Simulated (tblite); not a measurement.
Species: C6H16N2.
SMILES with atom numbers: `[CH3:1][CH2:2][C@@H:3]([CH3:4])[N:5]([CH3:6])[NH:7][CH3:8]` (hydrogens: H9, H10, H11 on C1; H12, H13 on C2; H14 on C3; H15, H16, H17 on C4; H18, H19, H20 on C6; H21 on N7; H22, H23, H24 on C8)

Geometry (GFN2-xTB, Å), atoms numbered from 1 in this order:
```
atom  x, y, z in Å
C1     1.940   -1.486   -0.590
C2     1.898   -0.220    0.256
C3     0.500    0.048    0.825
C4     0.511    1.292    1.724
N5    -0.490    0.083   -0.247
C6    -0.498    1.275   -1.070
N7    -1.764   -0.264    0.255
C8    -2.531   -1.056   -0.683
H9     1.667   -2.351    0.010
H10    2.937   -1.644   -0.994
H11    1.235   -1.405   -1.412
H12    2.593   -0.315    1.093
H13    2.225    0.631   -0.344
H14    0.205   -0.814    1.432
H15    0.863    2.164    1.179
H16    1.171    1.128    2.571
H17   -0.488    1.491    2.106
H18    0.514    1.503   -1.391
H19   -0.917    2.153   -0.553
H20   -1.100    1.083   -1.959
H21   -2.298    0.563    0.539
H22   -1.929   -1.920   -0.959
H23   -2.820   -0.524   -1.600
H24   -3.435   -1.397   -0.179
```

All values are computed: GFN2-xTB (tblite) harmonic vibrations without scaling, gas phase. Errors from tens to a few hundred cm⁻¹ against measured bands are possible. One conformer, not necessarily the lowest.

Harmonic wavenumbers (cm⁻¹): 52.3, 80.9, 105.9, 178.6, 186.1, 194.3, 217.2, 237.0, 251.1, 304.7, 322.6, 414.7, 452.1, 481.7, 549.7, 771.8, 824.0, 846.3, 903.1, 966.5, 983.1, 1017.5, 1049.5, 1067.0, 1096.2, 1111.1, 1115.0, 1119.5, 1161.2, 1174.3, 1200.2, 1231.1, 1259.1, 1289.2, 1338.1, 1347.5, 1391.2, 1397.4, 1406.8, 1407.5, 1415.7, 1477.9, 1483.7, 1490.4, 1494.0, 1495.3, 1500.6, 1506.0, 1508.3, 1511.3, 2842.3, 2872.6, 2941.3, 2968.7, 2984.3, 2993.2, 3013.8, 3027.6, 3029.9, 3030.9, 3031.2, 3038.8, 3042.1, 3042.7, 3058.1, 3197.2.

A = 2461, B = 1437, C = 1180 MHz; mass 116.131 u (most abundant isotopes); point group C1, symmetry number 1.

Question: What is the zero-point energy?

Answer: ½Σν̃ = 47750 cm⁻¹ = 136.53 kcal/mol.

Question: Give the ideal-gas entropy at 298.15 K and 1 bar in the rigid-rotor, harmonic-oscillator model (classical rotation).

Answer: Translation 40.19, rotation 28.73, vibration 31.79: S = 100.7 cal/(mol K).

Question: And Cp and H(298.15 K) − H(0)?

Answer: Cp = 41.19 cal/(mol K), of which vibrations give 33.25 (their classical limit is 66 R = 131.2); H(298.15 K) − H(0) = 7.47 kcal/mol without the zero-point energy, 5.10 from vibrations.

Question: Which modes carry the vibrational entropy at 298.15 K?

Answer: 52.3 cm⁻¹: 4.73; 80.9 cm⁻¹: 3.87; 105.9 cm⁻¹: 3.34; 178.6 cm⁻¹: 2.34; 186.1 cm⁻¹: 2.27; 194.3 cm⁻¹: 2.19 cal/(mol K); the other 60 give 13.06 together.

Question: What must be added to the electronic energy to get the Gibbs energy at 298.15 K and 1 bar?

Answer: ZPE + [H(298.15 K) − H(0)] − T·S = 136.53 + 7.47 − 30.03 = 113.97 kcal/mol.

Hindered rotation and anharmonicity are outside this model. Other conformers, if any are populated, would add a mixing term that is left out. The structure is chiral; the term R ln 2 for an equal mix with its mirror image is left out.
